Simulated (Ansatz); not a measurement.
Stretching the B1–F2 bond in BFH2Se (SMILES FB[SeH]) (multiplicity 1 held, fragments rigid). Energies count from the point at 1.325 Å.
Geometry at that point (charge 0, multiplicity 1):
```xyz
5

B     -0.5064    -0.9018     0.6998
F      0.4396    -1.6015     1.3080
H     -1.6489    -1.1818     0.8691
Se     0.0458     0.5641    -0.4509
H     -1.3329     0.9268    -0.8094
```

Signs of static correlation in cc-pVTZ, from Ansatz (a quantum-chemistry and plane-wave program) runs.

| R (Å) | T1 of restricted CCSD | ⟨S²⟩ of UHF | largest double amplitude of restricted CCSD |
|---|---|---|---|
| 1.060 | 0.012 | 0.000 | 0.050 |
| 1.192 | 0.013 | 0.000 | 0.049 |
| 1.325 | 0.014 | 0.000 | 0.047 |
| 1.457 | 0.016 | 0.000 | 0.046 |
| 1.589 | 0.017 | 0.000 | 0.046 |
| 1.788 | 0.019 | 0.000 | 0.050 |
| 1.987 | 0.023 | 0.000 | 0.054 |
| 2.318 | 0.032 | 0.670 | 0.130 |
| 2.649 | (withheld) | 0.904 | 0.192 |
| 3.046 | 0.082 | 0.981 | 0.312 |
| 3.576 | (withheld) | 1.005 | 0.647 |
| 4.238 | 0.227 | 1.011 | 1.277 |

Task: Complete the blanks.

Result: 
- 2.649, T1 of restricted CCSD: 0.049
- 3.576, T1 of restricted CCSD: 0.148

Doubts at one or more of the structures used: a restricted determinant that unrestricted orbitals would lower (R-CCSD(T)/cc-pVTZ); T1 above 0.05 (R-CCSD(T)/cc-pVTZ, U-CCSD(T)/cc-pVTZ); other coupled-cluster roots lie near (R-CCSD(T)/cc-pVTZ); a spin-contaminated determinant (U-CCSD(T)/cc-pVTZ); the program's own flag: other amplitudes (U-CCSD(T)/cc-pVTZ).
